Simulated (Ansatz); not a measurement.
Calculated with Ansatz (gas phase, PBE0-D4/def2-TZVP geometries, no zero-point term in ΔE). CBS: MP2 limit from def2 TZ/QZ plus the TZ coupled-cluster correction, frozen cores. DFT in def2-TZVPP. B3LYP here is the variant with VWN-RPA as its local correlation; programs differ in this. Elements past krypton have def2 core potentials. For Br, Sb outer-core shells are correlated without core-valence functions, which leaves a few kJ/mol of doubt a bond. Scalar relativity is left out up to krypton. One conformer a species, not always the lowest.

Reaction (ligand exchange at the Si–O bond): `[SiH3][O][SbH2]` + `[OH][Al]([OH])[Br]` → `[OH][Al]([Br])[O][SiH3]` + `[OH][SbH2]`

`[SiH3][O][SbH2]`:

```xyz
8

Si   -1.274   -0.499   -0.327
O     0.313   -0.112   -0.328
Sb    1.507    0.609    1.055
H    -2.077    0.570   -0.981
H    -1.779   -0.672    1.066
H    -1.465   -1.769   -1.073
H     2.892   -0.165    0.407
H     1.883    2.038    0.182
```

`[OH][Al]([OH])[Br]`:

Z-matrix (Å, degrees):
```
Al
O 1 1.680
Br 1 2.252 2 120.9
O 1 1.680 2 118.2 3 180.0
H 2 0.956 1 122.6 3 0.0
H 4 0.956 1 122.6 2 180.0
```

`[OH][Al]([Br])[O][SiH3]`:

Z-matrix (Å, degrees):
```
Si
O 1 1.630
H 1 1.486 2 109.4
H 1 1.487 2 110.8 3 120.3
H 1 1.486 2 109.4 3 -119.5
Al 2 1.672 1 158.8 3 -116.5
Br 6 2.233 2 120.1 1 1.2
O 6 1.680 2 122.1 1 -178.8
H 8 0.956 6 122.9 2 0.0
```

`[OH][SbH2]`:

```xyz
5

O     0.617   -0.232   -1.013
Sb   -0.105    0.547    0.650
H     1.303    0.340   -1.366
H    -1.742    0.279    0.219
H    -0.072   -0.935    1.510
```

Q: Is it downhill or uphill in electronic energy at CCSD(T)/CBS, and by how much? (Estimate.)

A: Computed: Downhill: ΔE = -8.4 kJ/mol.

Q: What do these levels give: B3LYP-D4, BHLYP-D4, revPBE, BHLYP, RPA@PBE/def2-TZVPP, HF/def2-TZVPP? (An estimate is asked.)

A: Ansatz gave: B3LYP-D4 -7.9, BHLYP-D4 -8.4, revPBE -7.9, BHLYP -10.1, RPA@PBE/def2-TZVPP -9.4, HF/def2-TZVPP -11.0 kJ/mol.

Largest T1 diagnostic among the species: 0.014.

Leaving LDA and LC-ωPBE aside and taking each functional with its dispersion term where it has one, the values, not all of them listed here, spread over 3.6 kJ/mol, from B97M-V to revPBE-D4.
